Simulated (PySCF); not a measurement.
iodoethene (C2H3I), SMILES C(I)=C.

Coordinates come from a B3LYP-D3(BJ)/def2-TZVP optimisation. The def2 effective core potentials stand for the cores of I; spin–orbit coupling is left out.

Two levels are set side by side: PBE/def2-TZVPD (PySCF) and CAM-B3LYP/def2-TZVPD (PySCF). Same geometry, gas phase. Differences are taken from unrounded values.

```tsv
quantity	CAM-B3LYP
orbital gap (eV)	8.44
highest occupied level (eV)	-8.35
lowest empty level (eV)	0.09
dipole moment (D)	1.34
mean polarisability (bohr³)	61.4
```

Problem. What does PBE give, and how far is it from CAM-B3LYP? (The exact figures need the calculation; the answer reports its results.)

Solution. 
```json
[
 {"quantity": "orbital gap (eV)", "PBE": "4.33", "PBE minus CAM-B3LYP": "-4.11"},
 {"quantity": "highest occupied level (eV)", "PBE": "-6.06", "PBE minus CAM-B3LYP": "2.29"},
 {"quantity": "lowest empty level (eV)", "PBE": "-1.73", "PBE minus CAM-B3LYP": "-1.82"},
 {"quantity": "dipole moment (D)", "PBE": "1.25", "PBE minus CAM-B3LYP": "-0.09"},
 {"quantity": "mean polarisability (bohr³)", "PBE": "63.8", "PBE minus CAM-B3LYP": "2.4"}
]
```

PBE's occupied levels lie high since its potential decays too fast outside the molecule; exact exchange lowers them and widens the gap. PBE's more diffuse valence density responds more strongly to a field. Differences between two approximate levels are no errors against the true value.

Rough cost on one machine, each run with all the roots and properties that it gave: CAM-B3LYP against PBE within a factor of 2.
